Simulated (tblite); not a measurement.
Record of a relaxation.

Species: C₃H₁₅N₃Si₃.
Atom-mapped SMILES: `[CH2:1]=[C:2]([CH3:3])[SiH2:4][N:5]([SiH3:6])[SiH:7]([NH2:8])[NH2:9]` (hydrogens: H10, H11 on C1; H12, H13, H14 on C3; H15, H16 on Si4; H17, H18, H19 on Si6; H20 on Si7; H21, H22 on N8; H23, H24 on N9)

Computed with GFN2-xTB (tblite), gas phase: L-BFGS steps from a force-field or distance-geometry start until the largest atomic force falls under 0.01 eV/Å. 6 of its 215 geometries are shown.

Step 0: E = -763.1470 eV, largest atomic force 2.092 eV/Å
```
atom  x, y, z in Å  |  force x, y, z in eV/Å
C1      3.206   -1.310   -0.670   -0.783   0.420   0.102
C2      2.382   -0.351   -0.220    0.819  -0.616  -0.165
C3      2.865    0.817    0.568    0.397   0.579  -0.335
Si4     0.589   -0.552   -0.595   -0.697  -1.116   1.052
N5     -0.483    0.262    0.558   -1.166   0.423  -1.452
Si6    -0.735    1.971    0.072    0.053   0.094   0.479
Si7    -2.059   -0.589    0.498    0.349  -0.461  -0.332
N8     -3.400    0.554    0.215   -0.817  -1.868   0.467
N9     -1.979   -1.835   -0.790   -0.992   1.206   0.221
H10     4.270   -1.300   -0.508    0.055  -0.015   0.011
H11     2.786   -2.143   -1.232    0.342   0.315   0.211
H12     3.509    0.451    1.371   -0.221   0.298   0.138
H13     3.506    1.421   -0.103   -0.252  -0.028   0.379
H14     2.038    1.462    0.932    0.618  -0.606  -0.098
H15     0.258   -0.189   -1.952    0.007   0.159  -0.626
H16     0.325   -2.014   -0.408    0.290   0.530  -0.076
H17     0.061    2.304   -1.113   -0.021  -0.019  -0.040
H18    -0.310    2.905    1.124    0.126  -0.271   0.162
H19    -2.158    2.279   -0.161    0.565   0.133  -0.117
H20    -2.276   -1.333    1.780    0.263   0.238  -0.483
H21    -3.670    0.977    1.126   -0.081  -0.450  -1.227
H22    -4.192   -0.035   -0.185    0.975   1.342   0.954
H23    -2.908   -2.251   -0.931    0.655   0.129  -0.099
H24    -1.635   -1.481   -1.699   -0.484  -0.417   0.875
```

Step 43: E = -764.3230 eV, largest atomic force 0.120 eV/Å
```
atom  x, y, z in Å  |  force x, y, z in eV/Å
C1      3.333   -1.197   -0.574    0.011  -0.017  -0.020
C2      2.399   -0.315   -0.239    0.031   0.002   0.010
C3      2.777    0.894    0.573   -0.026  -0.070  -0.018
Si4     0.622   -0.692   -0.790    0.094   0.068   0.032
N5     -0.672    0.272   -0.131   -0.020   0.016   0.034
Si6    -0.606    2.001    0.043    0.013   0.058  -0.046
Si7    -2.111   -0.608    0.329   -0.056  -0.041   0.038
N8     -3.485    0.439    0.351   -0.005   0.076  -0.013
N9     -2.415   -1.877   -0.796    0.002  -0.021   0.015
H10     4.371   -1.104   -0.281   -0.056   0.082  -0.008
H11     3.101   -2.066   -1.166   -0.032   0.002   0.019
H12     3.459    0.609    1.376   -0.024   0.057  -0.026
H13     3.290    1.628   -0.054   -0.077  -0.056   0.023
H14     1.895    1.365    0.998    0.067  -0.010   0.039
H15     0.534   -0.582   -2.255    0.035   0.026  -0.074
H16     0.397   -2.079   -0.387   -0.069  -0.060   0.008
H17     0.419    2.520   -0.871   -0.081  -0.053   0.012
H18    -0.247    2.376    1.425   -0.050  -0.066   0.005
H19    -1.916    2.590   -0.247    0.102  -0.025  -0.052
H20    -1.861   -1.252    1.630    0.024   0.000  -0.024
H21    -3.530    1.180    1.029    0.046   0.001   0.000
H22    -4.391    0.011    0.263    0.025  -0.030   0.024
H23    -3.341   -2.268   -0.826    0.020   0.013  -0.008
H24    -2.034   -1.824   -1.724    0.027   0.045   0.029
```

Step 86: E = -764.4280 eV, largest atomic force 0.111 eV/Å
```
atom  x, y, z in Å  |  force x, y, z in eV/Å
C1      3.351   -1.189   -0.521    0.032   0.046  -0.038
C2      2.374   -0.352   -0.197   -0.002  -0.026   0.026
C3      2.648    0.815    0.702   -0.032  -0.015  -0.022
Si4     0.649   -0.682   -0.908    0.003   0.026  -0.017
N5     -0.644    0.236   -0.195   -0.022  -0.007   0.003
Si6    -0.636    1.970   -0.177    0.007   0.013  -0.013
Si7    -2.051   -0.634    0.363   -0.018  -0.007   0.024
N8     -3.362    0.483    0.526    0.082   0.045   0.059
N9     -2.480   -1.861   -0.768    0.008  -0.008   0.005
H10     4.361   -1.064   -0.159    0.012  -0.026  -0.002
H11     3.185   -2.025   -1.181   -0.003   0.000   0.036
H12     3.635    0.742    1.160   -0.041  -0.039   0.012
H13     2.611    1.741    0.129   -0.019  -0.006   0.011
H14     1.890    0.881    1.481    0.013   0.007  -0.010
H15     0.654   -0.380   -2.354    0.031  -0.029   0.021
H16     0.335   -2.094   -0.682    0.030  -0.013  -0.028
H17     0.598    2.437   -0.807   -0.019   0.005  -0.029
H18    -0.688    2.406    1.225   -0.005   0.032   0.034
H19    -1.779    2.513   -0.911   -0.022   0.018  -0.010
H20    -1.702   -1.339    1.609    0.018   0.037  -0.015
H21    -3.209    1.312    1.079    0.015  -0.066  -0.040
H22    -4.249    0.082    0.780   -0.050  -0.019  -0.002
H23    -3.443   -2.141   -0.838   -0.013   0.017   0.000
H24    -2.059   -1.838   -1.680   -0.004   0.015  -0.005
```

Step 128: E = -764.4991 eV, largest atomic force 0.118 eV/Å
```
atom  x, y, z in Å  |  force x, y, z in eV/Å
C1      3.413   -1.091   -0.383   -0.005  -0.083  -0.060
C2      2.292   -0.427   -0.141    0.034   0.048   0.009
C3      2.194    0.497    1.033   -0.062  -0.006   0.040
Si4     0.757   -0.607   -1.233   -0.037   0.027  -0.033
N5     -0.578    0.276   -0.551   -0.001   0.034  -0.006
Si6    -0.761    1.989   -0.780   -0.009  -0.012   0.071
Si7    -1.766   -0.605    0.381    0.007   0.048  -0.058
N8     -2.896    0.527    1.032    0.042   0.015   0.054
N9     -2.680   -1.701   -0.587   -0.010  -0.019  -0.026
H10     4.282   -1.005    0.255    0.019   0.022  -0.052
H11     3.507   -1.760   -1.224   -0.012   0.013   0.044
H12     3.162    0.634    1.514   -0.020   0.008   0.014
H13     1.799    1.464    0.723    0.046   0.000  -0.007
H14     1.492    0.083    1.754   -0.011   0.014   0.062
H15     1.010   -0.068   -2.576    0.007  -0.011   0.001
H16     0.369   -2.017   -1.343   -0.002  -0.004   0.011
H17     0.384    2.474   -1.555    0.007  -0.028   0.022
H18    -0.784    2.649    0.536    0.044   0.007  -0.040
H19    -2.008    2.264   -1.487   -0.058   0.037  -0.049
H20    -1.032   -1.387    1.383   -0.002  -0.066   0.020
H21    -2.524    1.220    1.662   -0.029  -0.026  -0.057
H22    -3.725    0.127    1.440   -0.010  -0.003   0.004
H23    -3.666   -1.541   -0.722    0.112   0.035   0.012
H24    -2.254   -1.974   -1.457   -0.050  -0.048   0.023
```

Step 171: E = -764.5356 eV, largest atomic force 0.020 eV/Å
```
atom  x, y, z in Å  |  force x, y, z in eV/Å
C1      3.399   -1.059   -0.414   -0.005  -0.001  -0.001
C2      2.282   -0.405   -0.128   -0.004   0.006   0.006
C3      2.202    0.505    1.060   -0.013   0.002  -0.003
Si4     0.746   -0.588   -1.219    0.007  -0.004   0.005
N5     -0.601    0.285   -0.549    0.006   0.001   0.000
Si6    -0.756    2.003   -0.754    0.001  -0.004   0.002
Si7    -1.782   -0.628    0.364    0.005  -0.013  -0.003
N8     -2.916    0.496    1.012    0.018   0.001   0.004
N9     -2.760   -1.714   -0.551   -0.009   0.007   0.013
H10     4.293   -0.973    0.186    0.009  -0.003   0.007
H11     3.466   -1.712   -1.267    0.002  -0.003  -0.006
H12     3.118    0.476    1.650   -0.002  -0.004  -0.010
H13     2.028    1.529    0.730   -0.011   0.001  -0.007
H14     1.361    0.223    1.692    0.001  -0.005  -0.006
H15     1.000   -0.068   -2.569    0.003  -0.002  -0.002
H16     0.374   -2.006   -1.318   -0.008   0.010   0.001
H17     0.336    2.438   -1.628   -0.009   0.002   0.014
H18    -0.624    2.668    0.553    0.001   0.003  -0.001
H19    -2.054    2.326   -1.348    0.003   0.006  -0.002
H20    -1.056   -1.468    1.325    0.001   0.011   0.013
H21    -2.541    1.264    1.542   -0.009   0.008   0.012
H22    -3.700    0.098    1.503    0.008   0.001  -0.013
H23    -3.549   -1.318   -1.037    0.004  -0.003  -0.014
H24    -2.278   -2.353   -1.161    0.000  -0.018  -0.008
```

Step 214: E = -764.5387 eV, largest atomic force 0.008 eV/Å
```
atom  x, y, z in Å  |  force x, y, z in eV/Å
C1      3.391   -1.077   -0.435   -0.003  -0.001   0.001
C2      2.284   -0.405   -0.148   -0.004   0.004  -0.001
C3      2.224    0.529    1.021   -0.001  -0.002   0.001
Si4     0.731   -0.591   -1.214   -0.001  -0.003   0.000
N5     -0.602    0.287   -0.524    0.006   0.005   0.001
Si6    -0.733    2.011   -0.693    0.005   0.005  -0.003
Si7    -1.796   -0.622    0.377   -0.001   0.005   0.000
N8     -2.956    0.506    0.963   -0.002   0.002   0.001
N9     -2.742   -1.736   -0.539    0.003  -0.007   0.000
H10     4.293   -0.989    0.152    0.002   0.001   0.002
H11     3.439   -1.750   -1.275    0.005   0.001  -0.002
H12     3.163    0.541    1.573    0.005  -0.004  -0.001
H13     2.001    1.539    0.677   -0.001   0.001   0.002
H14     1.419    0.233    1.693   -0.002  -0.001  -0.004
H15     0.962   -0.084   -2.573    0.002  -0.003   0.006
H16     0.352   -2.009   -1.291   -0.004   0.002  -0.006
H17     0.405    2.459   -1.500   -0.006  -0.004   0.002
H18    -0.657    2.643    0.634    0.001  -0.001   0.001
H19    -1.995    2.366   -1.343   -0.001   0.000  -0.002
H20    -1.092   -1.430    1.381    0.001   0.000  -0.001
H21    -2.614    1.264    1.529   -0.006   0.002  -0.001
H22    -3.777    0.110    1.390    0.001   0.001   0.002
H23    -3.471   -1.345   -1.116    0.003  -0.002   0.001
H24    -2.239   -2.430   -1.066   -0.003   0.000   0.001
```

Question: Summarise the path.

Answer: The energy falls by 1.3917 eV from step 0 to step 214; nine tenths of that is first reached at step 68. It falls at every step. The largest force goes from 2.092 to 0.008 eV/Å. Among the bonds Si7–N9 changes most, from 1.794 to 1.725 Å; the atoms move by 0.988 Å rms after alignment.

Question: Follow the three bonds and two angles with the largest change from start to end.

Answer: 
```tsv
step	E above end (eV)	largest force (eV/Å)	Si7–N9 (Å)	Si7–N8 (Å)	N8–H22 (Å)	Si6–N5–Si7 (°)	Si4–N5–Si6 (°)
0	1.3917	2.092	1.794	1.784	1.066	108.6	110.2
9	0.5454	0.486	1.722	1.727	1.003	122.1	121.0
19	0.3394	0.243	1.722	1.725	1.005	122.2	121.2
28	0.2684	0.175	1.723	1.731	1.008	121.8	123.0
37	0.2396	0.153	1.721	1.730	1.009	120.7	123.6
47	0.2021	0.113	1.724	1.730	1.008	120.4	123.5
56	0.1731	0.121	1.724	1.726	1.008	119.6	124.2
65	0.1468	0.113	1.723	1.728	1.008	119.1	123.0
74	0.1270	0.106	1.721	1.731	1.008	119.2	122.0
84	0.1131	0.071	1.722	1.729	1.006	119.9	121.8
93	0.1040	0.071	1.725	1.728	1.006	120.4	122.0
102	0.0957	0.102	1.725	1.726	1.007	119.7	123.1
112	0.0739	0.128	1.721	1.726	1.006	117.9	124.2
121	0.0550	0.109	1.724	1.725	1.009	119.0	122.9
130	0.0353	0.149	1.724	1.723	1.007	120.0	121.9
140	0.0214	0.069	1.726	1.724	1.007	120.9	122.1
149	0.0139	0.069	1.724	1.723	1.007	121.8	121.1
158	0.0078	0.054	1.725	1.723	1.006	121.6	121.0
167	0.0041	0.059	1.724	1.723	1.006	121.2	121.4
177	0.0023	0.022	1.725	1.723	1.006	120.8	121.5
186	0.0015	0.022	1.725	1.722	1.006	120.8	121.7
195	0.0008	0.026	1.725	1.722	1.006	120.9	121.5
205	0.0003	0.016	1.725	1.722	1.006	120.9	121.5
214	0.0000	0.008	1.725	1.722	1.006	120.9	121.4
```

What follows is the cost of the whole relaxation. The run took 2.8 s of wall time on Arm Neoverse V1, one thread, on a shared host.
